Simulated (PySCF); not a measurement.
## UHF on Si²⁺ (silicon, charge +2)

Configuration: [Ne] 3s2, closed-shell 1S. Calculation: PySCF 2.14, in pcseg-2; the non-relativistic Hamiltonian (point nucleus).

```json
{"Total energy": "-287.986907 hartree", "One-electron energy": "-390.4278 hartree", "Hartree (Coulomb) energy": "122.2283 hartree", "Exchange energy": "-19.7874 hartree", "Kinetic energy": "288.64000 hartree", "⟨S²⟩": "0.0000", "⟨L²⟩": "0.000", "Sum of ⟨r⟩": "8.526 bohr", "Sum of ⟨r²⟩": "12.00 bohr²", "Density at the nucleus (Gaussians lack the cusp)": "1730 bohr⁻³", "Langevin diamagnetic susceptibility": "-9.50 ×10⁻⁶ cm³/mol", "Time after the integrals": "0.11 s of wall time on 1 thread of Neoverse-N1 (shared host)"}
```

```json
{"shell": "1s", "electrons": "2", "mean orbital energy (hartree)": "-69.57008", "rms radius, mean of both spins (bohr)": "0.129"}
{"shell": "2s", "electrons": "2", "mean orbital energy (hartree)": "-6.93353", "rms radius, mean of both spins (bohr)": "0.615"}
{"shell": "2p", "electrons": "6", "mean orbital energy (hartree)": "-5.02950", "rms radius, mean of both spins (bohr)": "0.599"}
{"shell": "3s", "electrons": "2", "mean orbital energy (hartree)": "-1.18093", "rms radius, mean of both spins (bohr)": "2.13"}
```
